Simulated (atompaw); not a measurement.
**What the settings do to the PAW (atompaw) potential of As (Z = 33)**

Base potential:

| Quantity | Value |
| --- | --- |
| Element | arsenic (As) |
| Generator | atompaw 4.2.0.5 |
| Type | PAW |
| Functional | LDA (PW92) |
| Relativity | scalar-relativistic |
| Frozen core | [Ne] 3s2 |
| Valence charge | 21 |
| Reference configuration | 3p6 3d10 4s2 4p3 |
| Partial waves | 4s (bound): rc 1.65 bohr; 4s channel at -0.35 Ry: rc 1.65 bohr; 3p (bound): rc 0.75 bohr; 4p (bound): rc 1.65 bohr; 3d (bound): rc 0.65 bohr; 3d channel at -2.3 Ry: rc 0.65 bohr |
| Local potential | bessel scheme, radius 1.25 bohr |
| Core correction | smooth core density matched at 1.15 bohr |
| Augmentation charge | sinc compensation charge, radius 1.50 bohr; PAW radius 1.65 bohr; waves and projectors: custom polynom vanderbiltortho |

All-electron outer shells of the reference configuration (LDA (PW92), scalar-relativistic, ld1.x):

```csv
shell,level (eV),outermost node (bohr),outermost maximum (bohr)
2p,-1302.97,–,0.14
3s,-189.50,0.25,0.52
3p,-133.42,0.22,0.52
3d,-40.90,–,0.47
4s,-14.70,0.73,1.61
4p,-5.34,0.78,1.97
```

Cutoffs, loose and tight: the cutoffs (Ry, on a coarse ladder) from which the occupation-weighted sum of valence levels, in a spherical-Bessel basis at the reference potential, stays within 10 and 1 mRy of its value at 400 Ry. They see the waves, projectors and local potential, not the compensation charge or the core. A dash means not determined.

A true bound ghost makes a file unfit for plane-wave use even where its test errors are small: the radial tests pick states by their node count and pass the ghost by.

| change | outcome | cutoff, loose | cutoff, tight | bound ghosts |
| --- | --- | --- | --- | --- |
| base | generated | over 300 Ry | over 300 Ry | s |
| reference 3p6 3d10 4s2 4p2 | generated | over 300 Ry | over 300 Ry | none |
| wave 4s (bound): rc 1.65 bohr becomes 4s (bound): rc 1.30 bohr | failed: atompaw: The overlap operator has at least one negative eigenvalue! | – | – | – |
| augmentation sinc compensation charge, radius 1.50 bohr; PAW radius 1.65 bohr; waves and projectors: custom rrkj gramschmidtortho | generated | over 300 Ry | over 300 Ry | none |
| augmentation sinc compensation charge, radius 1.08 bohr; PAW radius 1.65 bohr; waves and projectors: custom polynom vanderbiltortho | generated | over 300 Ry | over 300 Ry | s |
| all radii scaled by about 0.90 (s 1.48, p 0.68, d 0.58 bohr); local potential bessel scheme, radius 1.12 bohr; augmentation sinc compensation charge, radius 1.34 bohr; PAW radius 1.48 bohr; waves and projectors: custom polynom vanderbiltortho; core correction smooth core density matched at 1.04 bohr | generated | over 300 Ry | over 300 Ry | s |
| functional PBEsol | generated | over 300 Ry | over 300 Ry | s |
| wave 4s channel at -0.35 Ry: rc 1.65 bohr becomes 4s channel at 0.01 Ry: rc 1.65 bohr | generated | over 300 Ry | over 300 Ry | none |
| local potential bessel scheme, radius 1.64 bohr | generated | over 300 Ry | over 300 Ry | none |
| wave 4s channel at -0.35 Ry: rc 1.65 bohr becomes 4s channel at -0.35 Ry: rc 1.42 bohr | failed: atompaw: The overlap operator has at least one negative eigenvalue! | – | – | – |

Q: What comes out with this change to the base: core [Ar], valence charge 15; reference 3d10 4s2 4p3; waves now 4s (bound): rc 1.30 bohr; 4s channel at 2.1 Ry: rc 1.30 bohr; 4p (bound): rc 2.10 bohr; 4p channel at -0.05 Ry: rc 2.10 bohr; 3d (bound): rc 0.95 bohr; 3d channel at 1.85 Ry: rc 0.95 bohr; local potential bessel scheme, radius 1.90 bohr; core correction smooth core density matched at 1.50 bohr; augmentation sinc compensation charge, radius 2.00 bohr; PAW radius 2.10 bohr; waves and projectors: custom polynom vanderbiltortho?

A: outcome: generated; cutoff, loose: 180 Ry; cutoff, tight: 300 Ry; bound ghosts: none.
